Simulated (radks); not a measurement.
Species: Li0.8+. Configuration: [He] 2s0.2 (fractional occupations, a model configuration).

Calculated with a radial shooting solver on a logarithmic mesh with Libxc functionals: Dirac Kohn-Sham, PBE, spin-unpolarised, spherical densities, finite nucleus; Fermi nuclear charge, rms radius 2.444 fm.

Energy parts (Ry):
| part | energy |
|---|---|
| total | -14.61987 |
| kinetic | 14.53898 |
| electron-nucleus | -32.65215 |
| Hartree | 6.86108 |
| exchange-correlation | -3.36777 |

Orbitals (lengths in bohr, moments of r in powers of bohr; <r^-3> diverges for s and p1/2; r(90%) holds 90 % of the orbital's charge):
| orbital | occ. | eigenvalue (Ry) | <r^-3> | r(90%) | <r> |
|---|---|---|---|---|---|
| 1s1/2 | 2 | -4.29729 | - | 1.05 | 0.5802 |
| 2s1/2 | 0.2 | -0.49832 | - | 5.23 | 3.350 |

The highest occupied level is 2s1/2 at -6.780 eV. The density falls to 0.001 e/bohr^3 at r = 2.32 bohr.
